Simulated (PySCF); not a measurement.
A small calculation by hand: oscillator strength and radiative lifetime

Si(Me)2(OMe)2 (C₄H₁₂O₂Si), SMILES CO[Si](C)(C)OC.

Geometry: B3LYP-D3(BJ)/def2-SVP. The isomer is the one that the SMILES or the coordinates give; other isomers of the formula were not compared. Other conformers were not sampled.

PySCF 2.14.0 with TDA-CAM-B3LYP/def2-SVPD puts the first singlet state with f over 0.02 at 8.21 eV (vertical), with the transition dipole (0.137, -0.262, -0.455) in atomic units.

**Question.** Find the oscillator strength, the wavelength and the radiative lifetime that this transition would have in vacuum if emission retraced absorption.

**Answer.** 
|μ|² = 0.2944 au, so |μ| = 1.38 D. ΔE = 8.21/27.211 = 0.3017 hartree. f = (2/3) ΔE |μ|² = 0.059 (the program prints 0.059).
λ = 1239.84/8.21 = 151 nm; ν = 66218 cm⁻¹.
Einstein's coefficient A = 0.6670 ν² f s⁻¹ (ν in cm⁻¹) = 1.7e8 s⁻¹, so τ = 1/A = 5.8 ns. This state is S4; the lower singlets have f = 0.011, 0.002, 0.003. The figure is the radiative limit of this one transition; relaxation, internal conversion, crossing to triplets and a medium change what is measured.
